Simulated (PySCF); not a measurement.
CH₂N, SMILES C#[NH+], charge +1.

Geometry optimised at PBE0-D3(BJ)/def2-TZVPD. The isomer is the one that the SMILES or the coordinates give; other isomers of the formula were not compared.

Two levels are set side by side: PBE/def2-TZVPD (PySCF) and M06-2X/def2-TZVPD (PySCF). Same geometry, gas phase. Differences are taken from unrounded values.

```csv
quantity,M06-2X,PBE,PBE minus M06-2X
orbital gap (eV),14.24,8.80,-5.43
highest occupied level (eV),-21.15,-18.20,2.96
lowest empty level (eV),-6.91,-9.39,-2.48
mean polarisability (bohr³),13.0,13.1,0.1
```

PBE's occupied levels lie high since its potential decays too fast outside the molecule; exact exchange lowers them and widens the gap. Differences between two approximate levels are no errors against the true value.

Rough cost on one machine, each run with all the roots and properties that it gave: M06-2X against PBE about 3 times.
